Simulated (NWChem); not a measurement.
C₃H₅F; SMILES C=C(C)F

```xyz
9

C     -1.0635    -0.9775     0.0000
C     -0.0570    -0.0900     0.0000
C     -0.1379     1.4007     0.0000
F      1.2254    -0.5297     0.0000
H     -2.1051    -0.6314     0.0000
H     -0.8574    -2.0568     0.0000
H      0.3766     1.8163     0.8918
H     -1.1879     1.7452     0.0000
H      0.3766     1.8163    -0.8918
```
Atoms are numbered in this order, from 1.

Level: PBE-D3(BJ)/def2-SVP (NWChem), optimised geometry, unscaled harmonic frequencies. 

```json
[
 {"frequency (cm⁻¹)": "197", "IR intensity (km/mol)": "0.8"},
 {"frequency (cm⁻¹)": "384", "IR intensity (km/mol)": "0.4"},
 {"frequency (cm⁻¹)": "462", "IR intensity (km/mol)": "5.7"},
 {"frequency (cm⁻¹)": "470", "IR intensity (km/mol)": "3.0"},
 {"frequency (cm⁻¹)": "722", "IR intensity (km/mol)": "0.0"},
 {"frequency (cm⁻¹)": "813", "IR intensity (km/mol)": "54.1"},
 {"frequency (cm⁻¹)": "851", "IR intensity (km/mol)": "11.6"},
 {"frequency (cm⁻¹)": "921", "IR intensity (km/mol)": "26.6"},
 {"frequency (cm⁻¹)": "976", "IR intensity (km/mol)": "5.8"},
 {"frequency (cm⁻¹)": "1018", "IR intensity (km/mol)": "2.1"},
 {"frequency (cm⁻¹)": "1260", "IR intensity (km/mol)": "75.7"},
 {"frequency (cm⁻¹)": "1331", "IR intensity (km/mol)": "16.8"},
 {"frequency (cm⁻¹)": "1362", "IR intensity (km/mol)": "29.3"},
 {"frequency (cm⁻¹)": "1390", "IR intensity (km/mol)": "8.4"},
 {"frequency (cm⁻¹)": "1403", "IR intensity (km/mol)": "8.5"},
 {"frequency (cm⁻¹)": "1708", "IR intensity (km/mol)": "103.8"},
 {"frequency (cm⁻¹)": "2974", "IR intensity (km/mol)": "10.9"},
 {"frequency (cm⁻¹)": "3046", "IR intensity (km/mol)": "6.0"},
 {"frequency (cm⁻¹)": "3101", "IR intensity (km/mol)": "5.8"},
 {"frequency (cm⁻¹)": "3111", "IR intensity (km/mol)": "0.5"},
 {"frequency (cm⁻¹)": "3218", "IR intensity (km/mol)": "1.0"}
]
```

```
Item                                                                                Value
-----------------------------------------------------------------------  ----------------
zero-point energy                                                           43.9 kcal/mol
thermal correction to the enthalpy at 298.15 K (with zero-point energy)     47.4 kcal/mol
heat capacity Cv                                                         15.9 cal/(mol K)
entropy at 298.15 K and 1 atm (symmetry number 1)                        68.0 cal/(mol K)
dipole moment                                                                      1.38 D
```

Rigid rotor and harmonic oscillator.
